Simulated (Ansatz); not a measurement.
`[Cl][Hf]12345678([Cl])([C@H]9[C@@H]1[C@@H]2[C@@H]3[C@H]94)[C@H]1[C@@H]5[C@@H]6[C@@H]7[C@H]18` + H₂O → `[OH][Hf]12345678([Cl])([C@H]9[C@@H]1[C@@H]2[C@@H]3[C@H]94)[C@H]1[C@@H]5[C@@H]6[C@@H]7[C@H]18` + HCl  (formal hydrolysis of the Hf–Cl bond)

Program: Ansatz. Geometries: PBE0-D4/def2-TZVP. ΔE: electronic, gas phase. CCSD(T)/CBS adds triple-zeta CCSD(T) − MP2 to the extrapolated MP2 energy (def2 sets, frozen cores). This one scheme is used for every species. DFT in def2-TZVPP. B3LYP here is the variant with VWN-RPA as its local correlation; programs differ in this. HSE06 is defined as in plane-wave codes. Elements past krypton have def2 core potentials. For Hf outer-core shells are correlated without core-valence functions, which leaves a few kJ/mol of doubt a bond. One conformer a species, not always the lowest.

```
         level  ΔE (kcal/mol)  difference from CCSD(T)/CBS
   LDA (SPW92)           10.7                         -2.8
        PBE-D4           11.4                         -2.1
       BLYP-D4            9.8                         -3.7
      B3LYP-D4           11.3                         -2.2
       ωB97X-V           11.4                         -2.1
       ωB97M-V           12.0                         -1.5
        B2PLYP           11.4                         -2.1
      PBE-QIDH           14.4                          0.9
       r2SCANh           11.8                         -1.7
       r2SCAN0           12.7                         -0.8
         HSE06           12.6                         -0.9
     CAM-B3LYP            9.3                         -4.2
 HF/def2-TZVPP           12.9                         -0.6
 HF/def2-QZVPP           13.0                         -0.5
MP2/def2-QZVPP           15.6                          2.1
 MP2/CBS(def2)           16.1                          2.6
   CCSD(T)/CBS           13.5                            0
```

Largest T1 diagnostic among the species: 0.012.

From PBE to PBE0 (25 % exact exchange), in def2-TZVPP and without D4, ΔE moves by +2.0 kcal/mol. Leaving LDA and LC-ωPBE aside and taking each functional with its dispersion term where it has one, the values spread over 4.6 kcal/mol, from BLYP-D4 to PBE-QIDH. At CCSD(T), def2-SVP lies −3.8 kcal/mol from the extrapolated value and def2-TZVPP −1.2 kcal/mol.

CCSD(T)/CBS has its own doubt, a few kJ/mol and more with outer-core shells, so smaller differences from it don't rank the levels.
